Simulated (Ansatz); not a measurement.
# A relaxation, step by step

BHOF2, closed shell, PBE0-D4/def2-TZVP (Ansatz 0.2.0). Settings:

```yaml
hamiltonian: {xc: pbe0, dispersion: d4}
relax: {f_tol: 0.005, max_steps: 200}
```

Start, a step off a saddle point along its unstable mode:

B1  (0.021, 0.135, 0.353)
F2  (0.543, -0.991, -0.315)
O3  (-0.635, 0.691, -0.634)
H4  (-0.220, -0.138, -1.020)
F5  (0.292, 0.303, 1.616)
(Å)

```csv
step,energy less the last (meV),largest force component (eV/Å)
1,1834.6,3.243
2,1392.5,2.130
3,657.6,2.143
4,165.8,0.808
5,46.0,1.752
6,2.0,0.332
7,0.6,0.083
8,0.0,0.030
9,0.0,0.001
```

Step 3, positions (Å) and forces (eV/Å):

```
atom       x       y       z      Fx      Fy      Fz
  B1   0.065   0.072   0.363   0.615  -1.321  -0.603
  F2   0.638  -1.073  -0.168   0.067   0.436   1.084
  O3  -0.639   0.713  -0.592   0.960  -1.671  -0.486
  H4  -0.346  -0.035  -1.223  -1.423   2.143  -0.101
  F5   0.281   0.322   1.621  -0.219   0.413   0.106
```

Step 4, positions (Å) and forces (eV/Å):

```tsv
atom	x	y	z	Fx	Fy	Fz
B1	0.101	0.011	0.359	0.265	-0.648	-0.488
F2	0.705	-1.122	-0.057	-0.069	0.277	0.356
O3	-0.614	0.679	-0.585	0.501	-0.394	0.808
H4	-0.459	0.090	-1.331	-0.442	0.390	-0.628
F5	0.267	0.343	1.614	-0.256	0.376	-0.048
```

Step 5, positions (Å) and forces (eV/Å):

```tsv
atom	x	y	z	Fx	Fy	Fz
B1	0.148	-0.064	0.351	0.364	-0.323	0.560
F2	0.766	-1.181	0.022	0.367	-0.498	0.144
O3	-0.553	0.614	-0.528	-0.988	0.713	-1.752
H4	-0.575	0.227	-1.417	0.026	0.207	0.506
F5	0.213	0.404	1.573	0.232	-0.098	0.542
```

Last step (9):

```json
{"atom": "B1", "x (Å)": "0.1442", "y (Å)": "-0.0598", "z (Å)": "0.3506"}
{"atom": "F2", "x (Å)": "0.7762", "y (Å)": "-1.1860", "z (Å)": "0.0434"}
{"atom": "O3", "x (Å)": "-0.5730", "y (Å)": "0.6306", "z (Å)": "-0.5545"}
{"atom": "H4", "x (Å)": "-0.5771", "y (Å)": "0.2284", "z (Å)": "-1.4262"}
{"atom": "F5", "x (Å)": "0.2298", "y (Å)": "0.3867", "z (Å)": "1.5867"}
```

The run took about 24 s on 2 CPU threads of an Intel Xeon Platinum 8259CL (shared host).
